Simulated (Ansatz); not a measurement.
**A barrier at the coupled-cluster level**

Start structure (GeH₄Cl, doublet), relaxed at PBE0-D4/def2-TZVP:

Cl1  (-0.683, -0.846, 0.003)
Ge2  (0.671, 0.831, -0.004)
H3  (-2.852, -3.532, 0.016)
H4  (0.934, 1.193, -1.469)
H5  (-0.021, 1.973, 0.747)
H6  (1.951, 0.380, 0.707)
(Å)

The step: GeH₃Cl ([Cl][GeH3]) + H → GeH₃ + HCl; bonds formed: Cl1–H3; bonds broken: Cl1–Ge2. Program: Ansatz 0.2.0. Basis: def2-TZVPP and def2-QZVPP. Cores are frozen in the correlated methods; orbitals are unrestricted. Filled d shells of the heavier atoms are correlated. The def2 sets are not built for correlating such inner shells, so the correlated values are less sure here. Extrapolation: Hartree–Fock as exp(−7.88 √X), correlation as X^−2.97. Energies below are by CCSD(T) at an estimated basis limit (MP2 extrapolated from triple and quadruple zeta, plus CCSD(T) − MP2 in triple zeta).

What are the electronic barrier and the energy of the step, from the start structure to the end structure? (Judge from chemistry; the value comes from the calculation.)

Computed: Barrier 13.00 kcal/mol; step energy -7.33 kcal/mol (downhill); reverse barrier, their difference, 20.32 kcal/mol. Barrier and step energy count from the start structure, the reverse barrier from the end structure.

The saddle point: One imaginary mode of 664i cm⁻¹.
| pair | start (Å) | saddle (Å) | end (Å) |
| --- | --- | --- | --- |
| Cl1–H3 | 3.45 | 1.61 | 1.28 |
| Cl1–Ge2 | 2.15 | 2.33 | 3.89 |

Zero-point energy (harmonic, PBE0-D4): ZPE is 15.57 kcal/mol at the start and 15.62 kcal/mol at the saddle, so the barrier goes from 13.00 to 13.04 kcal/mol.

T1 diagnostic: at most 0.017. ⟨S²⟩ of the unrestricted Hartree–Fock references: 0.75 to 0.80 (a pure state has 0.75). The end structure is not quite a true minimum (one mode of 41i cm⁻¹).

Radical steps of this kind take place in plasma deposition and etching.

Labels in which every atom is bracketed show which atoms are joined, not bond orders.

For scale, one of the runs: CCSD(T)/def2-TZVPP, 146 basis functions (an equivalent command: `ansatz run in.yaml --threads 4`). Hardware: 4 CPU threads, shared host. Wall time 34 s; peak host memory 2 GiB.
